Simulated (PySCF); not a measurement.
Molecules (atom-mapped SMILES):
1. `[N:1]#[C:2][C@@:3]1([F:4])[C@H:5]([F:6])[C@@H:7]1[F:8]`

Couplings at B3LYP/pcJ-1, PySCF 2.14, geometries GFN2-xTB, gas phase, one conformer each, non-relativistic.

Q: List the couplings to 19F of 5 Hz or more (2 Hz over four bonds), one row for each set of pairs made equivalent by symmetry, fast rotation or ring inversion, averaged. Isotopes: 13C, 19F, 1H; all four Ramsey terms are included.

A: 
| molecule | pair | bonds | J (Hz) |
| --- | --- | --- | --- |
| 1 | C5, F6 | 1 | -323.7 |
| 1 | C3, F4 | 1 | -310.3 |
| 1 | F6, H(C5) | 2 | 63.2 |
| 1 | C2, F4 | 2 | 29.7 |
| 1 | C3, F6 | 2 | 9.2 |
| 1 | F4, C5 | 2 | 7.3 |
| 1 | F4, F6 | 3 | 11.7 |
| 1 | F6, F8 | 3 | 8.5 |

One-bond C–F values run tens of Hz too large at this level.
